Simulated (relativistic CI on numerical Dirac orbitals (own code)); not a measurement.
Radial Dirac CI calculation of As I.

Command:

```sh
python run_levels.py task.json out
```

Input:

```
atom As  Z=33  charge=0  electrons=33
nucleus A=75  rms_radius_fm=4.0968
hamiltonian dirac-coulomb  breit=on  qed=on  c_scale=1
orbitals kli  potential=per-configuration
slater_scale 1
correlation none
mixing on
grid step=0.0125 r_max=149
scf mixing=0.4 start=thomas-fermi max_iterations=150 tolerance=2e-08 node_fill=0.05
configurations
  [Ar] 3d10 4s2 4p3
end
```

Output:

```
SCF 1: [Ar] 3d10 4s2 4p3
 iter      energy (Ha)   residual   last orbital (Ha)
    1     -2258.919878   4.21e-01     -0.19144
    2     -2259.316190   2.00e-01     -0.25973
    3     -2259.412856   6.54e-02     -0.29519
    4     -2259.425056   6.44e-03     -0.31587
    5     -2259.425575   1.95e-03     -0.31988
    6     -2259.425713   2.92e-04     -0.32025
    7     -2259.425742   3.00e-05     -0.31995
    8     -2259.425744   3.96e-05     -0.31998
    9     -2259.425742   5.45e-07     -0.31997
   10     -2259.425742   3.60e-07     -0.31997
   11     -2259.425742   4.73e-09     -0.31997
orbital energies (Ha): 3s -7.2080  3p1/2 -5.2424  3p3/2 -5.0593  3d3/2 -1.6963  3d5/2 -1.6697  4s -0.6580  4p1/2 -0.3294  4p3/2 -0.3200
configuration averages (Ha): Dirac-Coulomb, Breit, QED
  4p3                          -2259.425742    1.055445    0.709444
levels: no., configuration, term, J, E (cm-1), weight
   1 4p3                    4S*  3/2              0.0  1.00
   2 4p3                    2D*  3/2          13995.5  0.98
   3 4p3                    2D*  5/2          14249.8  1.00
   4 4p3                    2P*  1/2          23612.8  1.00
   5 4p3                    2P*  3/2          24033.4  0.97
lowest total energy -2257.725745 Ha
end: converged
```

Against the reference input this run has: start potential thomas-fermi. The reference run ends at -2257.725745 Ha with Breit and QED terms. The change (start potential thomas-fermi) leaves the energy and the levels as they were.

With so few configurations and no correlation, terms lie too far apart (by 10 to 50 % or more near neutrality), their order can be wrong, and levels of other configurations are missing.
